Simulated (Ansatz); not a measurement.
Input for Ansatz (a quantum-chemistry and plane-wave program): R-wB97X-V/def2-TZVPP on C8H18 (SMILES CC(C)(C)C(C)(C)C).

Ansatz 0.2 input:
```yaml
crystal:
  periodic: [false, false, false]
  atoms:
    - {symbol: C, position_ang: [-1.04446023, -1.55067166, 0.62848951]}
    - {symbol: C, position_ang: [-0.77774936, -0.15786037, 0.02418309]}
    - {symbol: C, position_ang: [-1.39504716, -0.13295903, -1.38807561]}
    - {symbol: C, position_ang: [-1.52959973, 0.87798564, 0.88320728]}
    - {symbol: C, position_ang: [0.77777701, 0.15783670, -0.02426486]}
    - {symbol: C, position_ang: [1.03448580, 1.64319597, -0.34684007]}
    - {symbol: C, position_ang: [1.45111135, -0.15181867, 1.32736558]}
    - {symbol: C, position_ang: [1.48358490, -0.68575055, -1.10424222]}
    - {symbol: H, position_ang: [-2.11324332, -1.80111839, 0.53491899]}
    - {symbol: H, position_ang: [-0.79223668, -1.59196918, 1.69814345]}
    - {symbol: H, position_ang: [-0.47695711, -2.34131040, 0.11442275]}
    - {symbol: H, position_ang: [-2.49064023, -0.22646474, -1.31947530]}
    - {symbol: H, position_ang: [-1.17947670, 0.80719248, -1.91823065]}
    - {symbol: H, position_ang: [-1.03506977, -0.96472398, -2.01102592]}
    - {symbol: H, position_ang: [-2.57981772, 0.56934366, 1.00796525]}
    - {symbol: H, position_ang: [-1.09547141, 0.97527640, 1.88993769]}
    - {symbol: H, position_ang: [-1.53565445, 1.87444105, 0.41787614]}
    - {symbol: H, position_ang: [0.71520489, 2.30474477, 0.47163084]}
    - {symbol: H, position_ang: [2.11209990, 1.81196650, -0.50189110]}
    - {symbol: H, position_ang: [0.51783205, 1.96355825, -1.26437586]}
    - {symbol: H, position_ang: [2.49744274, 0.19276235, 1.31200541]}
    - {symbol: H, position_ang: [1.46599811, -1.22988679, 1.54425336]}
    - {symbol: H, position_ang: [0.95145714, 0.35699890, 2.16574916]}
    - {symbol: H, position_ang: [1.28266713, -1.76152869, -0.98696351]}
    - {symbol: H, position_ang: [2.57426103, -0.54675939, -1.03437751]}
    - {symbol: H, position_ang: [1.18180182, -0.39238082, -2.12028589]}
basis:
  gaussian:
    orbitals: def2-TZVPP
hamiltonian:
  xc: {name: wB97X-V}
scf: {lower_state_search: off}
```

**Question.** Give the final energy of this run.

**Answer.** -315.7370 hartree.

**Question.** How many basis functions does it have, and what does it roughly cost on one machine?

**Answer.** 500 functions; around 50 core-seconds (rough).
